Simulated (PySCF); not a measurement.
Correlation energy of Pd(3+) (palladium, charge +3)

[Kr] 4d7, high-spin 4F determinant. Computed with PySCF 2.14 in def2-QZVPPD with the def2 core potential (28 electrons) (7s5p4d4f2g, 88 functions), with a scalar-relativistic core potential. Frozen: 4s2 4p6; 7 electrons correlated.

| level | correlation energy (mhartree) |
| --- | --- |
| CCSD | -168.87 |
| (T) | -3.35 |
| CCSD(T) | -172.22 |

Diagnostics: T1 = 0.00079, D1 = 0.0013, largest double amplitude 0.017.

Problem. Is a single reference adequate?

Solution. Yes, within this model without spin-orbit coupling: T1 lies below 0.03 and no double amplitude reaches 0.07.
